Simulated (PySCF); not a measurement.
CSe from Hartree–Fock to correlated methods

State: ¹Σ⁺ (singlet), closed shell. Set-up: basis C x2c-TZVPPall, Se x2c-TZVPPall; spin-free X2C with a Gaussian nucleus; PySCF 2.14. De refers to C + Se in their high-spin ground configurations, without counterpoise correction. A positive dipole means C(−)Se(+).

```tsv
Level	Re (Å)	ωe (cm⁻¹)	De (eV)	μ (D)
RHF	1.649	1159	2.89	1.87
RHF-MP2	1.673	1070	6.38	n/a
RHF-SCS-MP2	1.673	1073	6.16	n/a
RHF-CCSD	1.669	1085	5.60	n/a
RHF-CCSD(T)	1.684	1031	6.04	n/a
PBE	1.687	1020	6.65	2.13
PBEsol	1.680	1033	7.01	2.15
BLYP	1.694	997	6.38	2.12
r²SCAN	1.674	1057	6.14	2.11
TPSSh	1.675	1055	6.08	2.07
PBE0	1.666	1083	6.07	2.13
M06-2X	1.665	1098	5.76	2.06
ωB97X	1.655	1125	5.97	2.23
```

(1) Which functional lies closest to RHF-CCSD(T) in De, which farthest, and by how much do they differ from it?

(2) What does a quarter of exact exchange do here, going from PBE to PBE0?

(3) What does the step from GGA to meta-GGA do here, going from PBE to r²SCAN?

Correlated steps freeze 10 core orbitals. Where the molecule has an RHF reference, its open-shell atoms are computed with UHF. The CCSD T1 diagnostic is raised, a sign that a single reference may not be enough here.

The whole job (state search and all levels along the bond) took about 6.3 min on 1 thread of Arm Neoverse V1 (shared host), peak memory 1.5 GiB.

## Answers

(1) Closest is PBE0 (-1.8 pm in Re, +5.0 % in ωe, +0.03 eV in De against RHF-CCSD(T) in the same basis), farthest PBEsol (-0.4 pm in Re, +0.2 % in ωe, +0.97 eV in De). CCSD(T) converges more slowly with the basis than the functionals do and binds too weakly in this one, so the order can change at the basis-set limit.

(2) PBE0 less PBE: -2.1 pm in Re, +6.2 % in ωe, -0.58 eV in De. Exact exchange removes part of the self-interaction that spreads semilocal densities, and in most molecules shortens and stiffens the bond and lowers De; so it does here.

(3) r²SCAN less PBE: -1.3 pm in Re, +3.6 % in ωe, -0.51 eV in De.
